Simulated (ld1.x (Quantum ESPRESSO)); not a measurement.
Varying the PAW potential for sulfur

Base potential:

ld1.x (Quantum ESPRESSO) 7.5 input, shortened:

```
&input
   title='S', zed=16., rel=0, dft='PBE', iswitch=3,
   config='[Ne] 3s2 3p2.5'
 /
 &inputp
   pseudotype=3, lpaw=.true., tm=.true., lloc=-1, rcloc=1.35,
   nlcc=.true., new_core_ps=.true., rcore=1.15,
   which_augfun='PSQ', rmatch_augfun_nc=.true.
 /
4
3S  1  0   2.00   0.00  1.00  1.20  0.0
3S  1  0   0.00  -1.85  1.00  1.20  0.0
3P  2  1   2.50   0.00  1.25  1.65  0.0
3P  2  1   0.00  -0.55  1.25  1.65  0.0
 &test
   configts(1)='3s2 3p2.5'
 /
```

All-electron outer shells of the reference configuration (PBE, non-relativistic, ld1.x):

| shell | level (eV) | outermost node (bohr) | outermost maximum (bohr) |
| --- | --- | --- | --- |
| 3s | -33.23 | 0.60 | 1.39 |
| 3p | -22.24 | 0.58 | 1.51 |

Cutoffs, loose and tight: the cutoffs (Ry, on a coarse ladder) from which the occupation-weighted sum of valence levels, in a spherical-Bessel basis at the reference potential, stays within 10 and 1 mRy of its value at 400 Ry. They do not see the model core or the augmentation charge, which bear on the density cutoff. Test errors are all-electron minus pseudo excitation energies from the reference, over the configurations 3s2 3p4; 3s2 3p3; 3s2 3p2; 3s1 3p5; 3s0 3p6; 3s2 3p4.3; 3s1 3p4. A dash means not determined; rows that change the core or the reference have their own tests.

A true bound ghost makes a file unfit for plane-wave use even where its test errors are small: the radial tests pick states by their node count and pass the ghost by.

```tsv
change	outcome	cutoff, loose	cutoff, tight	bound ghosts	largest test error (meV)
base	generated	30 Ry	50 Ry	s	-2.6
augmentation BESSEL, radius 1.05 bohr	failed: new_paw_hamiltonian: negative rho	–	–	–	–
wave 3p channel at -0.55 Ry: rcut 1.25, rcutus 1.65 bohr becomes 3p channel at -1.53 Ry: rcut 1.25, rcutus 1.65 bohr	generated	30 Ry	50 Ry	s	-2.8
local potential all-electron potential smoothed inside 1.18 bohr (lloc = -1)	generated	30 Ry	50 Ry	s	-2.5
waves 3s (bound): rcut 0.94, rcutus 1.00 bohr; 3s channel at -1.85 Ry: rcut 0.94, rcutus 1.00 bohr	failed: new_paw_hamiltonian: negative rho	–	–	–	–
local potential all-electron potential smoothed inside 1.30 bohr (lloc = -1)	generated	30 Ry	50 Ry	s	-2.6
waves 3p (bound): rcut 1.25, rcutus 1.36 bohr; 3p channel at -0.55 Ry: rcut 1.25, rcutus 1.36 bohr	generated	30 Ry	50 Ry	s	-2.7
all radii but the core radius scaled by about 0.86 (s 1.02, p 1.42 bohr, rcut 0.86/1.08); local potential all-electron potential smoothed inside 1.16 bohr (lloc = -1)	failed: run_pseudo: Errors in PS-KS equation	–	–	–	–
core correction Bessel-smoothed model core inside 0.78 bohr	generated	30 Ry	50 Ry	s	-2.6
all radii but the core radius scaled by about 0.97 (s 1.16, p 1.60 bohr, rcut 0.98/1.22); local potential all-electron potential smoothed inside 1.32 bohr (lloc = -1)	failed: run_pseudo: Errors in PS-KS equation	–	–	–	–
```

Problem. What comes out with this change to the base: scalar-relativistic?

Solution. outcome: generated; cutoff, loose: 18 Ry; cutoff, tight: 50 Ry; bound ghosts: s; largest test error (meV): -1.8.

Problem. What comes out with this change to the base: reference 3s2 3p3?

Solution. outcome: generated; cutoff, loose: 30 Ry; cutoff, tight: 50 Ry; bound ghosts: s; largest test error (meV): -22.

Problem. What comes out with this change to the base: type ultrasoft; augmentation built from norm-conserving waves at rcut, not smoothed further?

Solution. outcome: generated; cutoff, loose: 30 Ry; cutoff, tight: 50 Ry; bound ghosts: s; largest test error (meV): +5.3.
